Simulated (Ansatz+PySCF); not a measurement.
Results of a calculation; reference values are marked as such.
Several solutions for singlet CH3Br

```xyz
5

C    -0.0366   -0.0069   -1.4778
Br    0.0159   -0.0073    0.4652
H     0.0436   -1.0312   -1.8350
H    -0.9093    0.5425   -1.9016
H     0.9495    0.5190   -1.8662
```

Basis set: def2-SVP (spherical functions). Charge 0, multiplicity 1.

CASSCF(2,2) was run from several starts with Ansatz (development build ahead of 0.2.0) and PySCF 2.14.0. The starts are those of the Hartree–Fock orbitals from which the active space was taken at the frontier.

```tsv
run	program	start	converged	energy (hartree)	<S²>
A	Ansatz	search for the lowest state	yes	-2611.69375	0.00
B	Ansatz	stability test followed	yes	-2611.68277	0.00
C	PySCF	program defaults	yes	-2611.68276	0.00
D	Ansatz	atomic start, no search	yes	-2611.68277	0.00
```

(1) Which runs reached the lowest solution of this kind, and what is wrong with the others?

Results:

(1) A reached the lowest solution found. Converged but too high: B by 0.30 eV, C by 0.30 eV, D by 0.30 eV. Convergence only shows a stationary point; in CASSCF the end hangs on which orbitals enter the active space. Caution: other starts end on other solutions of this active space.
